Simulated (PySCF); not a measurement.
**Two-component Hartree-Fock for Gd⁵³⁺ (gadolinium, charge +53)**

Start: [Ne] 3s1; 3s1/2 filled at m_j = +1/2. Calculated with PySCF 2.14 in an even-tempered Gaussian basis (18 s from 15 bohr⁻², ratio 2.4; 14 p from 19 bohr⁻², ratio 2.4; 4 d from 61 bohr⁻², ratio 2.6; 4 f from 91 bohr⁻², ratio 2.6): generalised Hartree-Fock with the X2C-1e Hamiltonian and a Gaussian nucleus; one run each with spin-orbit coupling (SO) switched off, then screened by Boettger's factors.

| spinor shell | electrons | ε, spin-free (eV) | ε, screened SO (eV) | weight of nominal j (screened SO) | rms radius, screened SO (bohr) |
| --- | --- | --- | --- | --- | --- |
| 1s1/2 | 2 | -54564.9 | -54557.9 | 1.000 | 0.0249 |
| 2s1/2 | 2 | -12263.0 | -12261.3 | 1.000 | 0.0989 |
| 2p1/2 | 2 | -11361.0 | -11869.6 | 1.000 | 0.0845 |
| 2p3/2 | 4 | -11361.0 | -11144.7 | 1.000 | 0.0905 |
| 3s1/2 | 1 | -5028.5 | -5028.2 | 1.000 | 0.235 |

| quantity | spin-free | screened SO |
| --- | --- | --- |
| E (hartree) | -8221.82005 | -8227.71260 |
| M_J | 1/2 | 1/2 |
| ⟨J²⟩ | 0.750 | 0.750 |
| ⟨L²⟩ | 0.000 | 0.018 |
| ⟨S²⟩ | 0.750 | 0.768 |

Each row is a mean over spinors that exchange with the open shell spreads, by up to 13.372 eV (2s1/2).

Breit and QED terms are absent; they matter most for the inner s and p1/2 levels.

Densities and radii are taken from the X2C orbitals without a picture-change correction, which distorts them close to the nucleus.

Without spin-orbit coupling the j labels of p, d and f shells carry no meaning; the spin-free column gives the mean over the occupied spinors of each nl shell.
